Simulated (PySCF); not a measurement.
Core-level binding energies of `N#C[C@@H]1CC[C@H]2C[C@@H]1C2`

Compound: C₈H₁₁N.
Cartesian coordinates in Å at the PBE0-D3(BJ)/def2-SVP level; atoms count from 1:
```
atom  x, y, z in Å
N1     1.5639    3.6379    0.0803
C2     1.0643    2.6767    0.4889
C3     0.4310    1.4521    0.9739
C4     1.3718    0.2424    0.7583
C5     0.6120   -1.0856    0.6481
C6    -0.7695   -0.8789    0.0258
C7    -1.6142    0.0105    0.9600
C8    -0.9293    1.2138    0.2868
C9    -0.7605    0.3163   -0.9591
H10    0.2412    1.6013    2.0513
H11    2.1330    0.2095    1.5513
H12    1.9221    0.4139   -0.1781
H13    1.2099   -1.7867    0.0445
H14    0.4884   -1.5564    1.6378
H15   -1.2065   -1.8300   -0.3134
H16   -2.6852   -0.0290    0.7141
H17   -1.4877   -0.1157    2.0483
H18   -1.4921    2.1536    0.1917
H19    0.1137    0.4704   -1.6108
H20   -1.6689    0.3327   -1.5777
```

Computed with delta-SCF UKS SCAN, pcX-2 on the ionised atom, pcseg-1 elsewhere, spin-free X2C in PySCF. These are vertical core ionisation energies against the vacuum level, from separate self-consistent calculations with and without the core hole.

Problem. Give the core binding energies atom by atom.

Solution. 
```
atom(s)              bonded to  level  binding energy (eV)  above the level's lowest (eV)  count
     N1        C (triple bond)   N 1s               404.69                           0.00      1
     C2  N (triple bond) and C   C 1s               291.90                          +1.27      1
     C3              3 C and H   C 1s               291.89                          +1.26      1
     C4            2 C and 2 H   C 1s               291.00                          +0.37      1
     C8              3 C and H   C 1s               290.92                          +0.29      1
     C5            2 C and 2 H   C 1s               290.82                          +0.19      1
     C6              3 C and H   C 1s               290.75                          +0.12      1
     C7            2 C and 2 H   C 1s               290.63                           0.00      1
     C9            2 C and 2 H   C 1s               290.63                           0.00      1
```

The listed C 1s values span 1.27 eV, from C9 (bonded to 2 C and 2 H) to C2 (bonded to N (triple bond) and C). Summing the Pauling electronegativity differences to the bonded atoms, each weighted by its formal bond order, gives -0.70 for the lowest site and +1.47 for the highest; no listed site has a larger sum than the highest. The values 290.63 and 290.63 eV; the values 291.89 and 291.90 eV lie too close for their order to be trusted.

Problem. What is the C 1s shift of C4 against C3?

Solution. 291.00 − 291.89 = -0.89 eV, or -86 kJ/mol.

Problem. Express the binding energy of C 1s of C5 in atomic units and per mole.

Solution. 290.82 eV = 10.6874 Eh = 28060 kJ/mol.

Isolated species at its PBE0-D3(BJ)/def2-SVP geometry, gas phase.
